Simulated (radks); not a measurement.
The hafnium ion Hf12+ is in [Kr] 4d10 4f11 5s2 5p1. Calculated with a radial shooting solver on a logarithmic mesh with Libxc functionals: scalar-relativistic Kohn-Sham, r2SCAN, spin-polarised, spherical densities, finite nucleus; meta-GGA in the generalised Kohn-Sham scheme; Fermi nuclear charge, rms radius of each element as measured or else 0.836 A^(1/3) + 0.57 fm. Open shells are filled with parallel spins first. One electron is removed from 5s, 4d, 5p, 4f in turn, with full relaxation. Which removal costs least, and what does each cost?

Answer. 5p 240.81 eV; 4f 261.10 eV; 5s 278.01 eV; 4d 459.89 eV. The 5p electron leaves first.
